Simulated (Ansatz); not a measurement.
Basis-set extrapolation for Al$_{2}$Cl$_{2}$F$_{2}$H$_{2}$ (`[F][Al@H-]1[Cl+][Al@H-]([F])[Cl+]1`) (PBE0-D4/def2-TZVP geometry, frozen core, Ansatz). Multiplicity 1, RHF reference.

|  | def2-TZVPP | def2-QZVPP |
| --- | --- | --- |
| HF | -1603.347206 | -1603.398092 |
| MP2 correlation | -1.043997 | -1.146322 |
| CCSD(T) correlation | -1.124858 | not run |

Energies in hartree. Use E(X) = E(∞) + A·exp(−7.88·√X) for Hartree–Fock and E(X) = E(∞) + B·X^(−2.97) for correlation, with X = 3 and 4, and add CCSD(T) minus MP2 of the smaller set to the MP2 limit.

**Question.** What is the CCSD(T) energy at the basis-set limit?

**Answer.** HF limit: -1603.398092 + (-0.050886) × 0.13774 = -1603.40510. MP2 limit: -1.146322 + (-0.102325) × 0.74074 = -1.22212. Higher-order term: -1.124858 − (-1.043997) = -0.08086. Total: -1604.70808 hartree, 619.7 kJ/mol below CCSD(T)/def2-TZVPP.
